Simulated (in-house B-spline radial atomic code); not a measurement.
I²⁺. Computed with a B-spline radial atomic code. Model: non-relativistic spherical atom: semilocal Troullier-Martins pseudo-atom, one channel per l, against all electrons, high spin, G0W0 and RPA with empty states to l = 8, local potential for every l without a channel, a model core (radius 0 = none) keeps its share of the functional.

Without relativity these are model numbers for so heavy an element.

What the tables leave out is listed at the end.

The pseudopotential gives back the lowest level of each angular momentum of its own functional in the configuration it was made in; a second state of the same l is only approximately right. Exact exchange, RPA and GW see the smooth pseudo-orbitals and miss the exchange with the core, for which the functional's share stands in. The column with an uncorrelated core keeps all orbitals and exact exchange, and so separates missing core correlation from pseudisation. Only the three outermost levels and the lowest empty one were computed. RPA here is direct RPA, with no exchange kernel, and its energies carry an (l + 1/2)⁻⁴ tail. A hybrid on a potential with a model core restores only its own semilocal share of the core's exchange.

Command:
```bash
python run_psgw.py task.json out
```
Settings (lengths in bohr, energies in hartree):
```
Z                      53
electrons              51
configuration          [Kr] 4d10 5s2 5p3
generated_in           [Kr] 4d10 5s2 5p3
functional             lda,vwn
core_shells            9
radius_factor          0.9
core_correction        False
```

Run time, properties included: 39 s on 1 thread of Arm Neoverse N1, on a shared host.

Given: made with LDA VWN5; model core radius 0 bohr; local radius 1.701 bohr; mean-field start LDA VWN5.

Valence shells of the generating configuration: 5s, 5p.

Channel: s 1.564, p 1.743, d 2.48 (radii in bohr).

Computed: largest level miss in the spin-unpolarised generating configuration 0 eV; valence RPA correlation energy all-electron orbitals -0.17971 hartree; valence RPA correlation energy pseudo -0.20009 hartree; all-electron RPA polarisability, core included 12.532 bohr³.

```tsv
level	occupied	mean-field all-electron (eV)	mean-field pseudo minus all (eV)	G0W0 all-electron (eV)	G0W0 uncorrelated core minus all (eV)	G0W0 pseudo minus all (eV)	exchange self-energy all-electron (eV)	exchange self-energy pseudo (eV)
5p up	1	-25.465	-0.134	-30.376	0.371	-0.254	-19.966	-16.365
5s down	1	-33.272	0.496	-37.732	0.892	0.296	-18.003	-12.461
5p down (empty)	0	-23.324	0.346	-19.264	0.44	-0.165	-6.3787	-2.7086
```

**Question.** What is the pseudo-atom RPA polarisability?

**Answer.** 12.504 bohr³.

Given: mean-field start PBE0.

Computed: valence RPA correlation energy pseudo -0.1835 hartree; all-electron RPA polarisability, core included 11.452 bohr³; pseudo-atom RPA polarisability 11.163 bohr³.

```tsv
level	occupied	mean-field all-electron (eV)	mean-field pseudo minus all (eV)	G0W0 all-electron (eV)	G0W0 uncorrelated core minus all (eV)	G0W0 pseudo minus all (eV)	exchange self-energy all-electron (eV)	exchange self-energy pseudo (eV)
5p up	1	-26.805	-0.281	-30.518	0.354	-0.192	-19.822	-16.439
5s down	1	-33.789	-0.101	-37.673	0.883	0.315	-17.743	-12.56
5p down (empty)	0	-21.635	-0.069	-19.1	0.423	-0.036	-6.0583	-2.7024
```

**Question.** What is the valence RPA correlation energy all-electron orbitals?

**Answer.** -0.1642 hartree.

Given: mean-field start Hartree-Fock.

Computed: valence RPA correlation energy all-electron orbitals -0.13071 hartree; valence RPA correlation energy pseudo -0.14691 hartree; pseudo-atom RPA polarisability 9.0029 bohr³.

```tsv
level	occupied	mean-field all-electron (eV)	mean-field pseudo minus all (eV)	G0W0 all-electron (eV)	G0W0 uncorrelated core minus all (eV)	G0W0 pseudo minus all (eV)	exchange self-energy all-electron (eV)	exchange self-energy pseudo (eV)
5p up	1	-30.16	-0.347	-30.806	0.325	-0.102	-19.531	-16.413
5s down	?	?	?	?	?	?	?	?
5s up	1	-43.442	-0.556	-41.615	0.339	-0.12	-25.109	-20.874
5p down (empty)	0	-17.008	-0.171	-18.845	0.349	0.066	-5.1534	-2.5037
```

**Question.** What belongs in the row 5s down?

**Answer.** occupied: 1; mean-field all-electron (eV): -35.415; mean-field pseudo minus all (eV): -0.209; G0W0 all-electron (eV): -37.606; G0W0 uncorrelated core minus all (eV): 0.84; G0W0 pseudo minus all (eV): 0.419; exchange self-energy all-electron (eV): -17.165; exchange self-energy pseudo (eV): -12.458.

**Question.** What is the all-electron RPA polarisability, core included?

**Answer.** 9.3945 bohr³.

Among the listed levels the largest G0W0 shift of the pseudo-atom is +0.42 eV, for 5s down on the Hartree-Fock start, while leaving the core uncorrelated moves that level by +0.84 eV. The rest, -0.42 eV, comes from pseudisation and the lost core exchange. Not in the tables (levels of low weight, unsolved or above zero; the highest and the empty levels are kept at any weight): on LDA the G0W0 levels 5s up (pseudo minus all -0.08 eV, weights 0.32 and 0.33); on PBE0 the G0W0 levels 5s up (pseudo minus all -0.09 eV, weights 0.39 and 0.35).
